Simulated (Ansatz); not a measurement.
`[Cl][Zn][Br]` + `CNC` → `C[N](C)[Zn][Br]` + HCl  (ligand exchange at a Zn–Cl bond)

Gas-phase electronic energies from Ansatz, PBE0-D4/def2-TZVP geometries. CCSD(T)/CBS adds triple-zeta CCSD(T) − MP2 to the extrapolated MP2 energy (def2 sets, frozen cores). This one scheme is used for every species. DFT in def2-TZVPP. B3LYP here is the variant with VWN-RPA as its local correlation; programs differ in this. HSE06 is defined as in plane-wave codes. For Br, Zn outer-core shells are correlated without core-valence functions, which leaves a few kJ/mol of doubt a bond. Scalar relativity is left out up to krypton. One conformer a species, not always the lowest.

| level | ΔE (kJ/mol) | difference from CCSD(T)/CBS |
| --- | --- | --- |
| PBE-D4 | 116.5 | -10.3 |
| revPBE-D4 | 116.2 | -10.6 |
| B3LYP-D4 | 123.4 | -3.4 |
| r2SCANh-D4 | 127.2 | 0.4 |
| BHLYP-D4 | 136.2 | 9.4 |
| ωB97X-V | 126.9 | 0.1 |
| ωB97M-V | 127.2 | 0.4 |
| PBE-QIDH | 128.3 | 1.5 |
| PBE0 | 130.6 | 3.8 |
| r2SCANh | 128.6 | 1.8 |
| HSE06 | 130.7 | 3.9 |
| RPA@PBE/def2-TZVPP | 109.8 | -17.0 |
| HF/def2-SVP | 155.0 | 28.2 |
| MP2/def2-TZVPP | 113.1 | -13.7 |
| CCSD(T)/def2-TZVPP | 117.2 | -9.6 |
| CCSD/CBS(def2) | 132.3 | 5.5 |
| CCSD(T)/CBS | 126.8 | 0 |

Problem. What do rigid-rotor, harmonic-oscillator terms from PBE0-D4/def2-TZVP frequencies (298.15 K, 1 bar) make of the CCSD(T)/CBS value? (An estimate is asked.)

Solution. Ansatz gave: ΔZPE = -15.2 kJ/mol, ΔH = +114.9 kJ/mol, ΔS = 1 J/(mol·K), ΔG = +114.8 kJ/mol.

Largest T1 diagnostic among the species: 0.013.

From BLYP to BHLYP (50 % exact exchange), in def2-TZVPP and without D4, ΔE moves by +19.2 kJ/mol. The D4 term adds −5.8 kJ/mol with B3LYP and −3.4 kJ/mol with PBE0; it sums over pairs of atoms, weighted by their polarisabilities, and B3LYP, whose exchange is more repulsive, gets the larger term. Leaving LDA and LC-ωPBE aside and taking each functional with its dispersion term where it has one, the values, not all of them listed here, spread over 21.9 kJ/mol, from BLYP-D4 to BHLYP-D4. LDA lies −13.2 kJ/mol from PBE without D4.
